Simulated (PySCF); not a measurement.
C2H4ClNSi, SMILES N#CC[SiH2]Cl.

Geometry optimised at B3LYP-D3(BJ)/def2-SVP. This is a generated structure with no PubChem entry under its InChIKey; it may be hypothetical. The values are those of a single conformer.

All values below come from r2SCAN/def2-TZVP (PySCF).

Computed frontier levels, gap, dipole moment and polarisability:
```json
{
 "highest_occupied_level": "-7.95 eV",
 "lowest_empty_level": "-0.78 eV",
 "orbital_gap": "7.17 eV",
 "dipole_moment": "4.38 D",
 "quadrupole, principal values (traceless, Buckingham form, about the centre of nuclear charge)": "-15.27, 6.17, 9.10 D·Å",
 "mean_static_polarisability": "63.1 bohr³ (9.34 Å³)",
 "polarisability_principal_values": "51.7, 63.6, 73.9 bohr³"
}
```
